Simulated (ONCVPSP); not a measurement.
Reading a pseudo-wave (Rh (Z = 45))

Columns: radius, all-electron u(r) and pseudo u(r) of the 4d shell (level -5.94 eV) of rhodium in the configuration [Ar] 3d10 4s2 4p6 4d8 5s1; PBE, scalar-relativistic, ONCV scheme, ONCVPSP 4.0.1.

```json
{"r (bohr)": "0.080", "all-electron": "-0.1190", "pseudo": "0.0018"}
{"r (bohr)": "0.160", "all-electron": "-0.3346", "pseudo": "0.0138"}
{"r (bohr)": "0.240", "all-electron": "-0.4103", "pseudo": "0.0440"}
{"r (bohr)": "0.320", "all-electron": "-0.3319", "pseudo": "0.0971"}
{"r (bohr)": "0.400", "all-electron": "-0.1623", "pseudo": "0.1734"}
{"r (bohr)": "0.480", "all-electron": "0.0403", "pseudo": "0.2691"}
{"r (bohr)": "0.560", "all-electron": "0.2389", "pseudo": "0.3772"}
{"r (bohr)": "0.640", "all-electron": "0.4135", "pseudo": "0.4886"}
{"r (bohr)": "0.720", "all-electron": "0.5568", "pseudo": "0.5940"}
{"r (bohr)": "0.800", "all-electron": "0.6670", "pseudo": "0.6855"}
{"r (bohr)": "0.880", "all-electron": "0.7460", "pseudo": "0.7580"}
{"r (bohr)": "0.960", "all-electron": "0.7980", "pseudo": "0.8092"}
{"r (bohr)": "1.040", "all-electron": "0.8276", "pseudo": "0.8391"}
{"r (bohr)": "1.120", "all-electron": "0.8394", "pseudo": "0.8502"}
{"r (bohr)": "1.200", "all-electron": "0.8375", "pseudo": "0.8458"}
{"r (bohr)": "1.280", "all-electron": "0.8255", "pseudo": "0.8304"}
{"r (bohr)": "1.360", "all-electron": "0.8060", "pseudo": "0.8081"}
{"r (bohr)": "1.440", "all-electron": "0.7814", "pseudo": "0.7819"}
{"r (bohr)": "1.520", "all-electron": "0.7534", "pseudo": "0.7534"}
{"r (bohr)": "1.600", "all-electron": "0.7233", "pseudo": "0.7232"}
{"r (bohr)": "1.680", "all-electron": "0.6921", "pseudo": "0.6920"}
{"r (bohr)": "1.760", "all-electron": "0.6604", "pseudo": "0.6604"}
{"r (bohr)": "1.840", "all-electron": "0.6289", "pseudo": "0.6289"}
{"r (bohr)": "1.920", "all-electron": "0.5980", "pseudo": "0.5979"}
{"r (bohr)": "2.000", "all-electron": "0.5678", "pseudo": "0.5678"}
{"r (bohr)": "2.080", "all-electron": "0.5386", "pseudo": "0.5386"}
```

How many radial nodes do the two functions have?

The all-electron 4d function has n − l − 1 = 1; the pseudo-wave has 0, since the states of the same l below it are removed with the core.

At about which radius was the pseudo-wave matched?

1.60 bohr, where the columns begin to agree (steps of 0.08 bohr).

Where does each function peak?

Outermost all-electron maximum near 1.12 bohr, pseudo maximum near 1.12 bohr (to the table’s step).

Is the pseudo-wave norm-conserving?

Yes: the ONCV scheme keeps the norm inside the radius equal to the all-electron one, which fixes the energy derivative of the logarithmic derivative at the level.
